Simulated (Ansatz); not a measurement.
`[CH3][GeH]([OH])[F]` + NH₃ → `[CH3][GeH]([NH2])[OH]` + H–F at 500 K and 1 bar (ligand exchange at a Ge–F bond).

Calculated with Ansatz (gas phase, PBE0-D4/def2-TZVP geometries, no zero-point term in ΔE). CCSD(T)/CBS adds triple-zeta CCSD(T) − MP2 to the extrapolated MP2 energy (def2 sets, frozen cores). This one scheme is used for every species. For Ge outer-core shells are correlated without core-valence functions, which leaves a few kJ/mol of doubt a bond. Scalar relativity is left out up to krypton. Each species was taken in one conformer, which may not be the lowest.

```json
{"species": "`[CH3][GeH]([OH])[F]`", "CCSD(T)/CBS energy (Eh)": "-2292.21807", "H − E (kJ/mol)": "202.0", "S (J/(mol·K))": "392.1"}
{"species": "NH₃", "CCSD(T)/CBS energy (Eh)": "-56.50880", "H − E (kJ/mol)": "108.2", "S (J/(mol·K))": "211.8"}
{"species": "`[CH3][GeH]([NH2])[OH]`", "CCSD(T)/CBS energy (Eh)": "-2248.30725", "H − E (kJ/mol)": "269.7", "S (J/(mol·K))": "414.1"}
{"species": "H–F", "CCSD(T)/CBS energy (Eh)": "-100.39570", "H − E (kJ/mol)": "39.4", "S (J/(mol·K))": "188.7"}
```

H − E and S are ideal-gas, rigid-rotor, harmonic terms from PBE0-D4/def2-TZVP, for one conformer and one mirror image of each species. 1 Eh = 2625.50 kJ/mol, R = 8.31446 J/(mol·K).

By hand: ΔE, ΔH, ΔS and ΔG.

ΔE = (-2248.30725) + (-100.39570) − (-2292.21807) − (-56.50880) = 0.02392 Eh = 62.8 kJ/mol. Δ(H − E) = 269.7 + 39.4 − 202.0 − 108.2 = -1.1, so ΔH = 61.7 kJ/mol. ΔS = 414.1 + 188.7 − 392.1 − 211.8 = -1.1 J/(mol·K). ΔG = 61.7 − 500 × (-1.1)/1000 = 62.2 kJ/mol.

By hand: the equilibrium constant, and the temperature at which ΔG would vanish if ΔH and ΔS stayed fixed.

log₁₀ K = −ΔG/(RT ln 10) = -6.5. ΔH and −TΔS have one sign here, so there is no such temperature.

The number of gas molecules stays the same, so ΔS is small and ΔH decides. A doubt of 5 kJ/mol in ΔE shifts log₁₀ K by 0.5 here. Other conformers and mirror images would add mixing entropy, several J/(mol·K) or more a flexible species. These are equilibria of isolated gas molecules and say nothing of rates. Largest T1 diagnostic: 0.011 (customary marks: 0.02 for closed shells, 0.045 for open ones).

ΔS is within the doubt of such terms, so its sign, and with it that verdict, could turn.
